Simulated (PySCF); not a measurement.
Mg(Me)(SeH), SMILES [CH3][Mg][SeH] (B3LYP/def2-SVP optimised geometry):

```
7

Mg    -0.204    -0.029     0.000
C     -0.238     2.063     0.004
H      0.308     2.481    -0.859
H      0.223     2.477     0.917
H     -1.271     2.450    -0.045
Se    -0.208    -2.481     0.000
H      1.271    -2.481     0.000
```

Calculation: PySCF with B3LYP/def2-TZVP.

Task: What are the frontier orbital energies and the dipole moment?

Result: HOMO-2 -8.01 eV, HOMO-1 -6.89 eV, HOMO -6.39 eV, LUMO -1.30 eV, LUMO+1 -0.58 eV; dipole moment 1.62 D.

On the same geometry PySCF with PBE/def2-TZVP gives HOMO-2 -7.07 eV, HOMO-1 -5.99 eV, HOMO -5.53 eV, LUMO -1.71 eV, LUMO+1 -1.03 eV; dipole moment 1.60 D.

Meta-Löwdin charges at B3LYP/def2-TZVP: Mg1 1.24, C2 -0.88, H3 0.11, H4 0.11, H5 0.11, Se6 -0.73, H7 0.06.
